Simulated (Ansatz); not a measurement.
## Four-centre ligand exchange

Start structure (SiAsNH8, singlet), relaxed at PBE0-D4/def2-TZVP:

```xyz
11
angstrom
Si -0.5906 -0.8830 1.3431
N 1.0768 -0.5054 1.1329
H -1.3420 0.3974 1.3947
H -1.0223 -1.6922 0.1746
H -0.9304 -1.6547 2.5758
H 0.3762 0.7911 -1.2651
As -0.7174 1.2054 -2.2379
H 1.5097 0.1752 1.7368
H 1.7264 -1.2423 0.9088
H -0.1920 2.6317 -2.3191
H 0.1057 0.7768 -3.4445
```

The step: SiNH₅ ([NH2][SiH3]) + AsH₃ → SiAsH₅ ([SiH3][AsH2]) + NH₃; bonds formed: Si1–As7, N2–H6; bonds broken: Si1–N2, H6–As7. Ansatz 0.2.0; basis: def2-TZVPP and def2-QZVPP; cores frozen in the correlated methods. Filled d shells of the heavier atoms are correlated. The def2 sets are not built for correlating such inner shells, so the correlated values are less sure here. Extrapolation: Hartree–Fock as exp(−7.88 √X), correlation as X^−2.97. Energies below are by CCSD(T) at an estimated basis limit (MP2 extrapolated from triple and quadruple zeta, plus CCSD(T) − MP2 in triple zeta).

Task: What are the electronic barrier and the energy of the step, from the start structure to the end structure? (To be estimated.)

Result: The calculation gives: Barrier 1.468 eV; step energy 0.039 eV (uphill); reverse barrier, their difference, 1.429 eV. Barrier and step energy count from the start structure, the reverse barrier from the end structure.

The saddle point: One imaginary mode of 289i cm⁻¹.
```json
{"pair": "Si1–As7", "start (Å)": "4.15", "saddle (Å)": "3.13", "end (Å)": "2.37"}
{"pair": "N2–H6", "start (Å)": "2.81", "saddle (Å)": "1.10", "end (Å)": "1.01"}
{"pair": "Si1–N2", "start (Å)": "1.72", "saddle (Å)": "1.86", "end (Å)": "3.09"}
{"pair": "H6–As7", "start (Å)": "1.52", "saddle (Å)": "2.18", "end (Å)": "3.51"}
```

Zero-point energy (harmonic, PBE0-D4): ZPE is 1.989 eV at the start and 2.042 eV at the saddle, so the barrier goes from 1.468 to 1.522 eV.

The T1 diagnostic stays at or below 0.013. The start structure is not quite a true minimum (one mode of 30i cm⁻¹).

Labels in which every atom is bracketed show which atoms are joined, not bond orders.

For scale, one of the runs: CCSD(T)/def2-TZVPP, 233 basis functions, launched by `ansatz run in.yaml --threads 4 --pin off --events-out ev --progress --plain --max-ram 9574MiB`. Time: 110 s of wall clock on 4 CPU threads of an Arm Neoverse V2; the host was shared. Peak host memory: 4 GiB.
